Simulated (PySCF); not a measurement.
# How methods differ on the ionisation energy of Al(2+)

Al(2+) [Ne] 3s1 (2S) → Al(3+) [Ne] (1S), as a difference of total energies. Computed with PySCF 2.14 in 6-31G*, with the non-relativistic Hamiltonian (point nucleus). The calculations carry no spin-orbit coupling.

| method | ionisation energy (eV) | error (eV) |
| --- | --- | --- |
| UHF | 27.994 | -0.454 |
| TPSS | 28.404 | -0.044 |
| MN15 | 27.941 | -0.507 |

Reference: 28.448 eV (measured; NIST Atomic Spectra Database, ionization energies).
